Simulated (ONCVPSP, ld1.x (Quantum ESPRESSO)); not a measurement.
## Potentials for As (Z = 33) compared

Generated with ld1.x 7.5 (TM, RRKJ, ultrasoft, PAW), atompaw 4.2 or ONCVPSP 4.0.1. The cutoff is in Ry: for ld1.x and atompaw files where the sum of valence levels is converged to 10 mRy in a Bessel basis, for ONCV files where the hardest occupied wave has 1 mHa per electron of residual kinetic energy. The error is the largest all-electron minus pseudo excitation energy over each file’s own four to seven test configurations (ionisations up to +4, promotions, holes and added fractions of an electron), all of which were solved. The labels leave out finer settings (local radius, basis sizes, second energies), which also bear on the numbers. Spin-polarised tests are not counted. The rows are a selection from randomly drawn settings: files with unsolved tests, undetermined cutoffs or missed reference levels are left out.

A true bound ghost makes a file unfit for plane-wave use even where its test errors are small: the radial tests pick states by their node count and pass the ghost by.

```csv
potential,cutoff (Ry),largest error (meV),bound ghosts
"ONCV, PBE, non-relativistic, rc 0.95/1.10/0.75 (spd), local d, core correction no, reference 3s2 3p6 3d10 4s2 4p3, qcut 16.5/13.6/23.5, projectors 2/3/0",409,+15,none
"ONCV, PBEsol, scalar-relativistic, rc 1.55/1.65/0.70/1.75 (spdf), local d, core correction yes, reference 3d10 4s2 4p3, qcut 4.8/4.8/20.7/6.8, projectors 2/1/0/3",350,-14,"s, p"
"ONCV, PBE, scalar-relativistic, rc 1.00/0.85/1.25/1.25 (spdf), local smoothed, core correction no, reference 3s2 3p6 3d10 4s2 4p1, qcut 15.2/15/12.3/7.7, projectors 2/2/2/2",143,-294,none
"ONCV, BLYP, scalar-relativistic, rc 0.90/1.05/0.85 (spd), local smoothed, core correction yes, reference 3s2 3p6 3d10 4s2 4p1, qcut 12.2/10.9/21, projectors 3/2/3",312,-14,none
```

(1) Fill in the row for As: ONCV, PBEsol, scalar-relativistic, rc 0.85/0.95/1.20 (spd), local smoothed, core correction yes, reference 3s2 3p6 3d10 4s2 4p3, qcut 11.5/17.5/10.7, projectors 2/2/2.

(2) Fill in the row for As: RRKJ, PW91, fully relativistic, rc 1.80/1.35/1.60 (spd), local s, core correction yes, reference 4s1.75 4p3.25.

(3) Fill in the row for As: PAW, PBEsol, scalar-relativistic, rc 0.90/0.90/1.20 (spd), local smoothed, core correction yes, reference 3s2 3p6 3d10 4s2 4p3.

Results:

(1) cutoff 140 Ry, largest error -365 meV, bound ghosts: none.

(2) cutoff 60 Ry, largest error -76 meV, bound ghosts: p3/2, d3/2, d5/2, p1/2.

(3) cutoff 160 Ry, largest error +133 meV, bound ghosts: none.
